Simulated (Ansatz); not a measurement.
A single point on `[CH3][GeH2][CH2]Br`.

```yaml
crystal:
  periodic: [false, false, false]
  atoms:
    - {symbol: C, position_ang: [-0.091064, 1.632941, -0.052263]}
    - {symbol: Ge, position_ang: [-0.087947, -0.107844, 0.818849]}
    - {symbol: C, position_ang: [0.335367, -1.511665, -0.492724]}
    - {symbol: Br, position_ang: [-0.958130, -1.509967, -1.944348]}
    - {symbol: H, position_ang: [-0.361232, 2.413119, 0.660361]}
    - {symbol: H, position_ang: [-0.813357, 1.635520, -0.869160]}
    - {symbol: H, position_ang: [0.897536, 1.856262, -0.456007]}
    - {symbol: H, position_ang: [-1.460378, -0.431073, 1.433921]}
    - {symbol: H, position_ang: [0.990988, -0.171601, 1.922003]}
    - {symbol: H, position_ang: [1.311298, -1.357476, -0.949680]}
    - {symbol: H, position_ang: [0.302221, -2.505217, -0.050452]}
basis:
  gaussian: {orbitals: def2-QZVPP}
correlation: {method: mp2}
```

```sh
$ ansatz run in.yaml --threads 2 --pin off --events-out ev --progress --plain --max-ram 32768MiB --backend cuda --devices 0, --max-vram 18GiB
```

Shortened log:

```
Functional definition: HF
3085 factors; integrals over basis functions are off by at most 8.0e-4 eV
mean field evaluation 1: about -128645.1248 eV, gradient 3.1e1 eV
mean field evaluation 2: about -128645.2378 eV, gradient 3.1e1 eV
mean field evaluation 4: about -128647.8327 eV, gradient 3.8e0 eV
mean field evaluation 8: about -128647.8731 eV, gradient 2.3e-1 eV
mean field -128647.87337315 eV, -4727.7221458028 hartree, gradient 2.9e-6 eV, S^2 0.000000; 0 other end points of the search recorded, 0 dependent functions left out
20 core orbitals not correlated: weight in the atoms' cores, before any rotation towards them, 1.000 or more for the frozen orbitals, at most 0.000 for the correlated occupied ones
reference -128647.87337315 eV, -4727.7221458028 hartree; 23, 23 occupied and 459, 459 virtual orbitals, 3085 factors
second order -40.85516154 eV of doubles, -0.00000000 eV of singles
Total energy: -128688.72853469 eV, -4729.2235452968 hartree
```

Hardware: 2 threads of an AMD EPYC 7R13 on a shared host and a share of an NVIDIA H100 80 GB. Wall time 18 s, peak host memory 1.1 GiB.
